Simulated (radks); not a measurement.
W II, 73 electrons, occupied as [Xe] 4f14 5d4 6s1. All-electron calculation, Dirac Kohn-Sham, LDA (Slater exchange, VWN5 correlation), spin-unpolarised, spherical densities, point nucleus; open shells fill j = l - 1/2 first. Program: a radial shooting solver on a logarithmic mesh with Libxc functionals.

X-ray form factor f0, the Fourier transform of the density (f0(0) = 73):

sin(theta)/lambda (1/angstrom)  f0 (electrons)
0.05                                    72.050
0.1                                     69.545
0.15                                    66.195
0.2                                     62.575
0.25                                    58.973
0.3                                     55.503
0.4                                     49.131
0.5                                     43.612
0.6                                     38.891
0.8                                     31.305
1                                       25.603
1.25                                    20.641
1.5                                     17.509
2                                       13.862
